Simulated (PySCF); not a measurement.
Compound: C6H8N2.
Cartesian coordinates in Å at the GFN2-xTB level; atoms count from 1:
```xyz
16
C6H8N2 angstrom
C      2.448    0.215   -0.022
N      1.324   -0.602   -0.405
C      0.028   -0.262   -0.146
C     -0.993   -1.205   -0.326
C     -2.301   -0.831   -0.101
N     -2.668    0.386    0.276
C     -1.706    1.279    0.442
C     -0.361    1.022    0.255
H      2.371    1.197   -0.491
H      3.363   -0.259   -0.372
H      2.514    0.350    1.064
H      1.503   -1.589   -0.500
H     -0.751   -2.212   -0.633
H     -3.107   -1.543   -0.224
H     -2.036    2.263    0.751
H      0.365    1.801    0.420
```

The geometry is computed with GFN2-xTB (gas phase).

Masses are those of the commonest isotopes; rigid-rotor values at the optimised geometry. The values belong to one conformer with, in the numbering `[CH3:1][NH:2][c:3]1[cH:4][cH:5][n:6][cH:7][cH:8]1`, C1–N2–C3–C4 -168°.

Task: What are A, B and C (cm⁻¹)?

Result: Ia = 95.21, Ib = 330.12, Ic = 421.38 u·Å²; 505379 MHz·u·Å²/I gives 5308, 1531 and 1199 MHz, that is A = 0.17706, B = 0.05107, C = 0.04001 cm⁻¹.

Task: What kind of rotor is it?

Result: An asymmetric top: κ = (2 × 1531 − 5308 − 1199)/(5308 − 1199) = -0.84.

Task: What does the inertial defect say?

Result: Not planar: Δ = Ic − Ia − Ib = -3.94 u·Å². For a rigid frame Δ = −2 Σ m c², so Σ m c² = 1.97 u·Å² lies off the ab plane: 1.65 from hydrogen and 0.32 from heavier atoms. The atom farthest from that plane is 1.10 Å away.

Task: Give the other two planar moments, Paa and Pbb, and the rms extents of the mass along the axes.

Result: Paa = Σ m a² = (Ib + Ic − Ia)/2 = 328.15 and Pbb = Σ m b² = (Ia + Ic − Ib)/2 = 93.24 u·Å². With the mass M = 108.07 u, the rms extents √(P/M) along a, b and c are 1.74, 0.93, 0.14 Å.

Task: Where do the levels up to J = 2 lie, in MHz?

Result: Above 0(0,0):
J = 1: 1(0,1) 2730, 1(1,1) 6507, 1(1,0) 6839
J = 2: 2(0,2) 8170, 2(1,2) 11636, 2(1,1) 12631, 2(2,1) 23963, 2(2,0) 23984
Those of J = 1 are B + C, A + C and A + B.

No GFN2-xTB frequencies stand behind this structure, so it isn't proved a minimum. These are rigid-rotor constants of the computed structure; measured ground-state constants (B0) also hold zero-point vibration.
